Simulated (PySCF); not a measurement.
A structure optimised at PBE-D3(BJ)/def2-SVP, used in a PySCF frequency run:

```xyz
7

Se     0.0087     0.5005     0.7194
F     -1.7672     0.7507     0.4395
S      0.5010    -1.2095    -0.4929
C      0.8220    -0.5281    -2.1691
H     -0.1108    -0.1125    -2.5928
H      1.1613    -1.3829    -2.7884
H      1.6119     0.2449    -2.1324
```

Task: Write its SMILES and formula.

Result: CS[Se]F, CH₃FSSe

Task: What are its rotational constants (standard atomic weights)?

Result: 6.8644, 2.1115, 1.9206 GHz
